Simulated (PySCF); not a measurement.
Isomers of C6H6OS, one conformer each; single-point electronic energies without zero-point terms and without any empirical dispersion term.

Computed with PySCF at wB97X-D/pcSseg-2, non-relativistic, each on one gas-phase PBE0-D3(BJ)/def2-TZVP geometry that isn't relaxed in the solvent. The solvent is an IEF-PCM continuum (Bondi radii, 1.10 Å for H, scaled by 1.2). Specific hydrogen bonds and non-electrostatic terms are outside this model.

| isomer | relative energy, gas (kJ/mol) | dipole (D) |
| --- | --- | --- |
| `CC(=O)C1=CC=CS1` | 0.0 | 3.05 |
| `CC(=O)c1ccsc1` | 0.6 | 3.18 |

**Question.** How do the relative energies look in chloroform (ε = 4.711)?

**Answer.** 
| isomer | relative energy, solvent (kJ/mol) | E(solvent) − E(gas) (kJ/mol) | dipole in solvent (D) |
| --- | --- | --- | --- |
| `CC(=O)C1=CC=CS1` | 0.1 | -19.0 | 3.91 |
| `CC(=O)c1ccsc1` | 0.0 | -19.6 | 4.03 |

`CC(=O)c1ccsc1` becomes the lowest. Conformers: `[CH3:1][C:2](=[O:3])[c:4]1[cH:5][cH:6][cH:7][s:8]1` with C1–C2–C4–C5 180°; `[CH3:1][C:2](=[O:3])[c:4]1[cH:5][cH:6][s:7][cH:8]1` with C1–C2–C4–C5 0°. `CC(=O)c1ccsc1` gains most from the continuum, and it has the largest gas-phase dipole. The gains span 0.6 kJ/mol, the gas-phase energies 0.6 kJ/mol.
